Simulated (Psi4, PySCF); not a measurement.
Psi4 was given this input:
```
memory 2 GB

molecule {
0 2
Ga    0.05144791    0.01309187    0.03530349
H    -0.52007380   -1.67523193   -0.40542734
H    -1.07481131    1.26938408   -0.68898100
}

set {
  basis 6-31g**
  reference uks
  scf_type pk
  puream true
  d_convergence 1e-8
  dft_radial_points 99
  dft_spherical_points 590
}

energy('wb97x')
print_variables()
```

**Question.** Convert this to an input for PySCF.

**Answer.** One answer among several that fit: 
```python
from pyscf import gto, scf, dft

mol = gto.Mole()
mol.atom = '''
    Ga    0.051448    0.013092    0.035303
    H    -0.520074   -1.675232   -0.405427
    H    -1.074811    1.269384   -0.688981
'''
mol.basis = '6-31g**'
mol.charge = 0
mol.spin = 1
mol.verbose = 4
mol.build()

mf = dft.UKS(mol)
mf.xc = 'wb97x'
mf.grids.atom_grid = (99, 590)
mf.grids.prune = None
mf.kernel()
```

Both were run: Psi4 gave -1925.729927 Eh and PySCF -1925.729966 Eh, 0.040 mEh apart.
